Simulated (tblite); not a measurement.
Species: C₅H₆ClFO.
Atom-mapped SMILES: `[CH2:1]=[C:2]1[CH2:3][O:4][CH2:5][C@@:6]1([F:7])[Cl:8]` (hydrogens: H9, H10 on C1; H11, H12 on C3; H13, H14 on C5)

Structure used (GFN2-xTB), in Å, numbered top down from 1:
```
atom  x, y, z in Å
C1     1.9849   -0.1793   -0.3247
C2     0.6950    0.0492   -0.1638
C3    -0.0317    1.3673   -0.1881
O4    -1.4147    1.0644   -0.2005
C5    -1.5920   -0.1647    0.4530
C6    -0.3520   -0.9972    0.1092
F7    -0.0108   -1.8407    1.1255
Cl8   -0.6114   -2.0168   -1.3424
H9     2.3862   -1.1760   -0.2705
H10    2.6763    0.6230   -0.5119
H11    0.1905    1.9625   -1.0752
H12    0.2238    1.9536    0.7083
H13   -2.5275   -0.6061    0.1116
H14   -1.6174   -0.0396    1.5475
```

Computed values, GFN2-xTB/tblite, gas phase, harmonic and unscaled. This tight-binding method is rough: wavenumbers can miss measured ones by several per cent, in bad cases by 10 to 20. One conformer, not necessarily the lowest.

Harmonic wavenumbers (cm⁻¹): 55.6, 161.1, 170.5, 250.3, 299.4, 344.5, 439.8, 464.8, 554.3, 610.2, 663.8, 712.0, 823.3, 909.2, 922.9, 975.1, 992.0, 1027.4, 1057.6, 1096.0, 1113.8, 1143.2, 1201.4, 1224.2, 1272.1, 1296.8, 1391.1, 1445.7, 1449.4, 1735.1, 2850.5, 2862.2, 2981.4, 3015.7, 3118.3, 3149.7.

A = 2218, B = 1645, C = 1380 MHz; mass 136.009 u (most abundant isotopes); point group C1, symmetry number 1.

Problem. What is the zero-point energy?

Solution. Half the sum of the wavenumbers: 21890 cm⁻¹ = 261.87 kJ/mol.

Problem. Give the ideal-gas entropy at 500 K and 1 bar in the rigid-rotor, harmonic-oscillator model (classical rotation).

Solution. Translation 180.87, rotation 125.89, vibration 139.59: S = 446.3 J/(mol K).

Problem. And Cp and H(500 K) − H(0)?

Solution. Cp = 186.17 J/(mol K), of which vibrations give 152.92 (their classical limit is 36 R = 299.3); H(500 K) − H(0) = 54.64 kJ/mol without the zero-point energy, 38.01 from vibrations.

Problem. How do the functions run with temperature in this model?

Solution. 
```
 T (K)  S (J/(mol K))  Cp (J/(mol K))  H − H(0) (kJ/mol)  G − H(0) (kJ/mol)  ln q(vib)
   150          298.8            76.0               7.85             -36.98       1.57
   250          345.4           109.4              17.10             -69.24       3.19
298.15          366.0           126.1              22.76             -86.37       4.01
   400          407.8           159.1              37.33            -125.80       5.82
   600          482.3           207.8              74.38            -214.99       9.47
   900          575.6           251.1             143.84            -374.17      14.76
```

q(vib) and H(0) count from the zero-point level.

Problem. Blend soft modes into free rotors: weight 1/[1 + (100 cm⁻¹/ν̃)⁴] for the oscillator and the rest for a rotor with moment μB/(μ + B), μ = h/(8π²ν), B = 10⁻⁴⁴ kg m². What vibrational entropy results?

Solution. 132.56 J/(mol K) in place of 139.59, which changes −T·S at 500 K by +3.51 kJ/mol.

Problem. What must be added to the electronic energy to get the Gibbs energy at 500 K and 1 bar?

Solution. ZPE + [H(500 K) − H(0)] − T·S = 261.87 + 54.64 − 223.17 = 93.34 kJ/mol.

Hindered rotation and anharmonicity are outside this model. Other conformers, if any are populated, would add a mixing term that is left out. The structure is chiral; the term R ln 2 for an equal mix with its mirror image is left out.
